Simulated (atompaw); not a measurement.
## Logarithmic derivatives: Ho, PAW (atompaw)

* Element: holmium (Ho)
* Generator: atompaw 4.2.0.5
* Type: PAW
* Functional: PBE
* Relativity: scalar-relativistic
* Frozen core: [Kr] 4d10
* Valence charge: 21
* Reference configuration: 4f10.5 5s2 5p6 5d0.5 6s2 6p0
* Partial waves: 5s (bound): rc 1.70 bohr; 6s (bound): rc 2.55 bohr; 5p (bound): rc 2.45 bohr; 6p (bound, empty): rc 2.20 bohr; 5d (bound): rc 2.55 bohr; 5d channel at 0.2 Ry: rc 2.55 bohr; 4f (bound): rc 1.15 bohr; 4f channel at 1.55 Ry: rc 1.15 bohr
* Local potential: troulliermartins scheme with l = 4 at 0.5 Ry, radius 1.95 bohr
* Core correction: smooth core density matched at 2.00 bohr
* Augmentation charge: sinc compensation charge, radius 2.20 bohr; PAW radius 2.55 bohr; waves and projectors: custom polynom gramschmidtortho

The phase is arctan(r·u′/u) with u = r·R(r), unwrapped; energies in Ry, scanned from -6 to 5 Ry. A pole is an energy at which the radial function vanishes at the test radius. The pseudo phase is shifted by a multiple of π to meet the all-electron one at the reference energy, and phase errors are pseudo minus all-electron; the curves can meet again beyond the range given. Levels narrower than the energy grid can be missing from the lists of poles. Where the grid stepped over a known ghost or core level, its pole and its step of π were put in at the level’s energy.

```json
{"channel": "s", "radius (bohr)": "2.56", "reference energy (Ry)": "-0.30", "poles, all-electron": "-3.75, 3.90", "poles, pseudo": "-3.75, 2.82", "unbroken range about the reference energy with phases within 0.05 rad": "below 2.2", "phase error 1 Ry above the reference energy (rad)": "-0.026"}
{"channel": "p", "radius (bohr)": "2.56", "reference energy (Ry)": "-0.09", "poles, all-electron": "-1.72", "poles, pseudo": "-1.72, -1.24", "unbroken range about the reference energy with phases within 0.05 rad": "above -1.2", "phase error 1 Ry above the reference energy (rad)": "+0.003"}
{"channel": "d", "radius (bohr)": "2.56", "reference energy (Ry)": "-0.12", "poles, all-electron": "1.10", "poles, pseudo": "1.10", "unbroken range about the reference energy with phases within 0.05 rad": "below 4.0", "phase error 1 Ry above the reference energy (rad)": "-0.000"}
{"channel": "f", "radius (bohr)": "2.56", "reference energy (Ry)": "-0.45", "poles, all-electron": "-0.41, 4.54", "poles, pseudo": "-0.41, 4.55", "unbroken range about the reference energy with phases within 0.05 rad": "the whole range", "phase error 1 Ry above the reference energy (rad)": "+0.000"}
```

Note: ghost state, extra bound levels that the all-electron valence spectrum of the same l lacks: p at -16.8 eV. A true bound ghost makes a file unfit for plane-wave use.

Phases in the d channel:

| E (Ry) | all-electron | pseudo |
| --- | --- | --- |
| -6.00 | 1.408 | 1.408 |
| -5.52 | 1.400 | 1.400 |
| -5.04 | 1.392 | 1.391 |
| -4.56 | 1.381 | 1.381 |
| -4.08 | 1.369 | 1.369 |
| -3.60 | 1.355 | 1.355 |
| -3.12 | 1.336 | 1.336 |
| -2.64 | 1.312 | 1.312 |
| -2.16 | 1.277 | 1.277 |
| -1.68 | 1.224 | 1.224 |
| -1.20 | 1.128 | 1.128 |
| -0.72 | 0.896 | 0.896 |
| -0.24 | -0.009 | -0.009 |
| 0.24 | -1.163 | -1.163 |
| 0.72 | -1.466 | -1.466 |
| 1.20 | -1.591 | -1.591 |
| 1.68 | -1.671 | -1.671 |
| 2.16 | -1.742 | -1.742 |
| 2.64 | -1.822 | -1.823 |
| 3.12 | -1.941 | -1.945 |
| 3.60 | -2.170 | -2.183 |
| 4.08 | -2.764 | -2.822 |
| 4.56 | -3.765 | -3.833 |
